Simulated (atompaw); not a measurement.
# Before and after: PAW (atompaw) potential for Sc (Z = 21)

atompaw 4.2.0.5 input, output lines left out:

```
Sc 21
LDA-PW scalarrelativistic loggrid 1500 logderivrange -2 5 176
4 4 3 0 0 0
4 0 1
4 1 0
3 2 2
0 0 0
c
c
c
v
c
c
v
v
2
3.00 2.85 2.50 2.10
y
2.55
n
y
4.95
n
y
5.25
n
custom rrkj vanderbiltortho sinc
bessel
2.55
2.55
3.00
3.00
1.65
3.00
```

Change: augmentation sinc compensation charge, radius 2.85 bohr; PAW radius 3.00 bohr; waves and projectors: custom polynom2 7 10 vanderbiltortho.

Cutoffs: the cutoffs (Ry, on a coarse ladder) from which the occupation-weighted sum of valence levels, in a spherical-Bessel basis at the reference potential, stays within 10 and 1 mRy of its value at 400 Ry; they do not see the model core or the augmentation charge, which bear on the density cutoff.

Q: What does the change do?

A: The potential gets neither clearly harder nor softer (35 Ry and 40 Ry → 21 Ry and 55 Ry); the range in which the d phases agree narrows (upper end at the end of the scan → -0.0); neither file shows a bound ghost.

```csv
quantity,base,changed
"cutoff, loose",35 Ry,21 Ry
"cutoff, tight",40 Ry,55 Ry
loose cutoff by channel (10 mRy a level),"s 6 Ry, d 30 Ry","s 6 Ry, d 21 Ry"
bound ghosts,none,none
s: phases at 3.01 bohr within 0.05 rad from the reference energy up to (Ry; the scan ends near 5),3.8,3.5
p: phases at 3.01 bohr within 0.05 rad from the reference energy up to (Ry; the scan ends near 5),to the end of the scan,to the end of the scan
d: phases at 3.01 bohr within 0.05 rad from the reference energy up to (Ry; the scan ends near 5),to the end of the scan,-0.0
lowest overlap eigenvalue by channel,"s 0.67, p 0.27, d 0.71","s 0.52, p 0.88, d 1.00"
```

 The cutoffs see the waves, projectors and local potential, not the compensation charge or the core.
